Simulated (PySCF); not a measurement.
Gas-phase reaction: 4 CH3GeH3 ⇌ 4 GeH3 + C4H8 (isobutene) + 2 H2

Computed with PySCF and rigid-rotor harmonic-oscillator thermochemistry at 1 bar. † marks an energy on the PBE0/def2-TZVP geometry and frequencies; other levels use their own. 6-31G* has spherical d functions here. Open shells (unrestricted): GeH3 (multiplicity 2); the rest are closed-shell singlets. B3LYP is the form with VWN-RPA correlation. Ge: all electrons, no relativistic terms. GeH3: computed as isolated molecules; such fragments, hydroxides, amides, oligomers or adducts are transient or little studied in the gas. The harmonic model lacks anharmonicity and excited electronic states, which grow with temperature; levels with a mode under 35 cm⁻¹ are left out. Internal rotation in CH3GeH3, C4H8 (isobutene) is treated as a harmonic vibration of one conformer, which makes the entropy rough.

```json
[
 {"level": "B3LYP/6-31G*", "ΔE electronic, kJ": "722", "ΔH°(298 K), kJ": "663", "ΔS°(298 K), J/K": "391", "ΔG°(2000 K), kJ": "-118"},
 {"level": "HF/def2-TZVP†", "ΔE electronic, kJ": "621", "ΔH°(298 K), kJ": "563", "ΔS°(298 K), J/K": "392", "ΔG°(2000 K), kJ": "-220"},
 {"level": "M06-2X/def2-TZVP†", "ΔE electronic, kJ": "733", "ΔH°(298 K), kJ": "675", "ΔS°(298 K), J/K": "392", "ΔG°(2000 K), kJ": "-108"},
 {"level": "PBE0/def2-QZVP†", "ΔE electronic, kJ": "768", "ΔH°(298 K), kJ": "710", "ΔS°(298 K), J/K": "392", "ΔG°(2000 K), kJ": "-73"},
 {"level": "PBE0/def2-SVP†", "ΔE electronic, kJ": "778", "ΔH°(298 K), kJ": "720", "ΔS°(298 K), J/K": "392", "ΔG°(2000 K), kJ": "-63"}
]
```
ΔH° is lowest at HF/def2-TZVP† and highest at PBE0/def2-SVP†. No reference value is set beside these.
